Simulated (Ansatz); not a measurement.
Reaction (ligand exchange at a Te–C bond): `C/C=N\C[TeH]` + `N[AsH2]` → `N[AsH][TeH]` + `C/C=N/C`

Program: Ansatz. Geometries: PBE0-D4/def2-TZVP. ΔE: electronic, gas phase. CBS: MP2 limit from def2 TZ/QZ plus the TZ coupled-cluster correction, frozen cores. Double bonds are as drawn, so ΔE can hold a change between cis and trans. DFT in def2-TZVPP. def2 core potentials past Kr. For As, Te outer-core shells are correlated without core-valence functions, which leaves a few kJ/mol of doubt a bond. Scalar relativity is left out up to krypton. One conformer a species, not always the lowest.

Problem. Is it downhill or uphill in electronic energy at CCSD(T)/CBS, and by how much? (Best estimate.)

Solution. Ansatz gave: Downhill: ΔE = -106.8 kJ/mol.

Problem. What do these levels give: r2SCAN, HF/def2-TZVPP, SCS-MP2/def2-QZVPP, HF/CBS(def2), MP2/CBS(def2), CCSD/CBS(def2)? (Best estimate.)

Solution. The calculation gave: r2SCAN -118.0, HF/def2-TZVPP -123.6, SCS-MP2/def2-QZVPP -106.2, HF/CBS(def2) -123.5, MP2/CBS(def2) -107.6, CCSD/CBS(def2) -108.8 kJ/mol.

Largest T1 diagnostic among the species: 0.012.

The D4 term adds +6.5 kJ/mol with B3LYP and +3.5 kJ/mol with PBE0; it sums over pairs of atoms, weighted by their polarisabilities, and B3LYP, whose exchange is more repulsive, gets the larger term. In def2-TZVPP, CCSD(T) changes the Hartree–Fock value by +21.5 kJ/mol (the triples alone add +2.1 kJ/mol) and MP2 by +20.7 kJ/mol.

B3LYP here is the variant with VWN-RPA as its local correlation; programs differ in this.
